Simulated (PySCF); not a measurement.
## C₆ coefficients of unlike pairs at PW91

Calculated with PySCF 2.14 from the dipole response of each species, C₆(A,B) = (3/π) ∫ α_A(iu) α_B(iu) du, in atomic units, from isotropic polarisabilities. For ions this is the dispersion term alone; charge-induced terms of lower order in 1/R come first.

| species | configuration | basis | relativity | α (bohr³) | C₆ (like pair) |
| --- | --- | --- | --- | --- | --- |
| N(2+) | [He] 2s2 2p1 (2P) | aug-cc-pVQZ with one added diffuse shell each of s, p, d, f, g type (7s6p5d4f3g) | none | 2.596 | 3.680 |
| Ni(3+) | [Ar] 3d7 (4F) | x2c-QZVPPall with one added diffuse shell each of s, p, d, f, g type (12s8p7d5f3g) | spin-free X2C | 1.771 | 4.181 |
| Cu+ | [Ar] 3d10 (1S) | aug-cc-pwCVTZ-DK with one added diffuse shell each of s, p, d, f, g type (11s10p8d5f4g) | spin-free X2C | 8.184 | 28.04 |
| In(3+) | [Kr] 4d10 (1S) | aug-cc-pVQZ-PP with ECP28MDF (7s7p5d3f2g) | core potential | 3.144 | 11.21 |

(1) Estimate C₆ for Cu+ with Ni(3+).

No spin-orbit coupling is included.

The other pairs:

```tsv
pair	C₆
Cu+, N(2+)	10.10
In(3+), Ni(3+)	6.782
In(3+), Cu+	16.79
Ni(3+), N(2+)	3.605
In(3+), N(2+)	6.121
```

Answers

(1) The integral gives 9.974. The combination rule 2 C_A C_B / (C_A α_B/α_A + C_B α_A/α_B) gives 9.236 and the geometric mean 10.83.
